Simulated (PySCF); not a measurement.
# DyCl3(NH3) relaxed at several levels

Computed with PySCF 2.14.0, def2-SVP on the ligands, density fitting, scalar-relativistic core potentials, no spin-orbit coupling, vacuum. Each row is relaxed at its own level from the same template. Distances are means of the shortest metal–ligand contacts, charges and spins Mulliken's; removal energies are rigid, with the ligand's formal charge and no counterpoise, so too large; for an anion taken off a cation in vacuum most of it is the attraction of opposite charges, and multiply charged cations can part far more cheaply with an electron moved from ligand to metal. lcecp potentials hold a fixed number of 4f electrons in the core, out of states, spins and gaps.

```csv
level,basis on the metal,point group,M–Cl (Å),M–NH3 (Å),charge on M (e),dipole (D),removal of one Cl (eV),"strongest infrared band, degenerate modes summed (cm⁻¹)",unstable modes (below −25 cm⁻¹)
PBE,lcecp-1-SVP with ECP55,C3v,2.498,2.465,0.62,5.52,9.00,1172,0
```

Question: What does the calculation give for PBE0, lcecp-1-SVP with ECP55?

Answer: point group: C3v, M–Cl (Å): 2.492, M–NH3 (Å): 2.454, charge on M (e): 0.81, dipole (D): 5.44, removal of one Cl (eV): 8.95, strongest infrared band, degenerate modes summed (cm⁻¹): 1222, unstable modes (below −25 cm⁻¹): 0.
```xyz
8

Dy    0.0268   -0.0268    0.0268
Cl    1.1681    1.8718    1.1681
Cl   -1.8718   -1.1681    1.1681
Cl    1.1681   -1.1681   -1.8718
N    -1.3902    1.3902   -1.3902
H    -1.9997    1.9997   -0.8401
H    -0.8401    1.9997   -1.9997
H    -1.9997    0.8401   -1.9997
```

One start shape was tried for each, so a minimum needn't be the lowest isomer.
